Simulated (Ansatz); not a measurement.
Calculated with Ansatz (gas phase, PBE0-D4/def2-TZVP geometries, no zero-point term in ΔE). CCSD(T)/CBS is the MP2 limit (def2-TZVPP, def2-QZVPP) plus CCSD(T) − MP2 in def2-TZVPP, frozen cores. DFT in def2-TZVPP. B3LYP here is the variant with VWN-RPA as its local correlation; programs differ in this. HSE06 is defined as in plane-wave codes. Each species was taken in one conformer, which may not be the lowest.

`[BH2][AlH][CH3]` + `O[SiH2][AlH][F]` → `[BH2][AlH][OH]` + `C[SiH2][AlH][F]`  (redistribution)

`[BH2][AlH][CH3]`:

```xyz
9

B     0.123    2.024    0.059
Al    0.629   -0.016    0.329
C    -0.518   -1.495   -0.254
H     0.425    2.650   -0.921
H    -0.486    2.664    0.873
H     2.019   -0.383    1.029
H    -1.496   -1.182   -0.623
H    -0.022   -2.054   -1.056
H    -0.674   -2.207    0.564
```

`O[SiH2][AlH][F]`:

```xyz
8

O     1.546   -0.150    1.168
Si    0.521    0.783    0.260
Al   -1.306   -0.571   -0.687
F    -1.018   -2.203   -0.611
H     1.656   -1.063    0.900
H     1.258    1.482   -0.837
H     0.014    1.850    1.164
H    -2.670   -0.127   -1.357
```

`[BH2][AlH][OH]`:

```xyz
7

B     1.471   -0.150   -0.404
Al   -0.591    0.270   -0.138
O    -1.344   -0.449    1.209
H     1.864   -1.078   -1.054
H     2.337    0.533    0.065
H    -1.470    1.196   -1.096
H    -2.268   -0.322    1.419
```

`C[SiH2][AlH][F]`:

```xyz
10

C     0.678   -1.157    0.936
Si    0.148   -0.357   -0.683
Al   -0.983    1.796   -0.367
F    -1.544    2.565   -1.721
H     1.181   -2.108    0.749
H    -0.185   -1.350    1.578
H     1.367   -0.511    1.485
H    -0.760   -1.280   -1.426
H     1.344   -0.153   -1.555
H    -1.244    2.555    1.001
```

```json
{"level": "B97M-V", "ΔE (kJ/mol)": "-62.0", "difference from CCSD(T)/CBS": "3.3"}
{"level": "B3LYP-D4", "ΔE (kJ/mol)": "-62.9", "difference from CCSD(T)/CBS": "2.4"}
{"level": "HSE06-D4", "ΔE (kJ/mol)": "-62.2", "difference from CCSD(T)/CBS": "3.1"}
{"level": "ωB97X-V", "ΔE (kJ/mol)": "-63.9", "difference from CCSD(T)/CBS": "1.4"}
{"level": "revPBE", "ΔE (kJ/mol)": "-60.5", "difference from CCSD(T)/CBS": "4.8"}
{"level": "PBE0", "ΔE (kJ/mol)": "-62.2", "difference from CCSD(T)/CBS": "3.1"}
{"level": "HSE06", "ΔE (kJ/mol)": "-61.8", "difference from CCSD(T)/CBS": "3.5"}
{"level": "LC-ωPBE", "ΔE (kJ/mol)": "-64.7", "difference from CCSD(T)/CBS": "0.6"}
{"level": "RPA@PBE/def2-TZVPP", "ΔE (kJ/mol)": "-66.8", "difference from CCSD(T)/CBS": "-1.5"}
{"level": "MP2/def2-TZVPP", "ΔE (kJ/mol)": "-68.7", "difference from CCSD(T)/CBS": "-3.4"}
{"level": "CCSD/def2-TZVPP", "ΔE (kJ/mol)": "-66.2", "difference from CCSD(T)/CBS": "-0.9"}
{"level": "HF/def2-QZVPP", "ΔE (kJ/mol)": "-60.8", "difference from CCSD(T)/CBS": "4.5"}
{"level": "MP2/def2-QZVPP", "ΔE (kJ/mol)": "-67.8", "difference from CCSD(T)/CBS": "-2.5"}
{"level": "HF/CBS(def2)", "ΔE (kJ/mol)": "-60.8", "difference from CCSD(T)/CBS": "4.5"}
{"level": "MP2/CBS(def2)", "ΔE (kJ/mol)": "-67.3", "difference from CCSD(T)/CBS": "-2.0"}
{"level": "CCSD/CBS(def2)", "ΔE (kJ/mol)": "-64.9", "difference from CCSD(T)/CBS": "0.4"}
{"level": "CCSD(T)/CBS", "ΔE (kJ/mol)": "-65.3", "difference from CCSD(T)/CBS": "0"}
```

Largest T1 diagnostic among the species: 0.013.

Leaving LDA and LC-ωPBE aside and taking each functional with its dispersion term where it has one, the values, not all of them listed here, spread over 3.8 kJ/mol, from PBE-QIDH to PBE-D4. In def2-TZVPP, CCSD(T) changes the Hartree–Fock value by −5.3 kJ/mol (the triples alone add −0.4 kJ/mol) and MP2 by −7.4 kJ/mol. At CCSD(T), def2-SVP lies −15.6 kJ/mol from the extrapolated value and def2-TZVPP −1.4 kJ/mol.
